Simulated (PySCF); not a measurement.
# Ba: ionisation energy

Ba [Xe] 6s2 (1S) → Ba⁺ [Xe] 6s1 (2S), as a difference of total energies. Calculation: PySCF 2.14, in cc-pVDZ-X2C; the spin-free X2C one-electron Hamiltonian (Gaussian nucleus). Correlated levels: valence: [Xe] frozen. The calculations carry no spin-orbit coupling.

```csv
method,ionisation energy (eV),error (eV)
UHF,4.278,-0.934
BP86,5.377,+0.165
M06-L,5.343,+0.131
MP2 (valence),4.680,-0.532
SCS-MP2 (valence),4.761,-0.451
CCSD (valence),4.912,-0.300
```

Reference: 5.212 eV (measured; NIST Atomic Spectra Database, ionization energies).

Errors of the correlated levels include the incompleteness of this basis and the frozen core.

With two correlated electrons CCSD is exact in that space.
